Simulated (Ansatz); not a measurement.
CH₄BFOS, SMILES `COB(F)S` at its PBE0-D4/def2-TZVP geometry, where that method's forces vanish. Charge 0, multiplicity 1.

```xyz
9

C     0.9034   -0.4053    0.6781
O     0.4273    0.8480    0.2453
B    -0.6482    1.0265   -0.5399
F    -0.9599    2.2785   -0.8549
S    -1.7410   -0.2524   -1.2316
H     0.1539   -0.9258    1.2814
H     1.7849   -0.2264    1.2925
H     1.1880   -1.0344   -0.1705
H    -1.1085   -1.3088   -0.7003
```

Q: What forces (eV/Å) does r2SCAN-D4/def2-TZVPP give on these atoms in the Gaussian-basis code of Ansatz? (Estimate.)

A: Computed: 
```
C1   0.130 -0.278  0.114
O2   0.063  0.257  0.026
B3  -0.089 -0.087 -0.057
F4  -0.035  0.151 -0.036
S5  -0.049 -0.043 -0.032
H6   0.000  0.003 -0.011
H7  -0.015 -0.003 -0.010
H8  -0.009  0.004  0.003
H9   0.003 -0.005  0.003
```
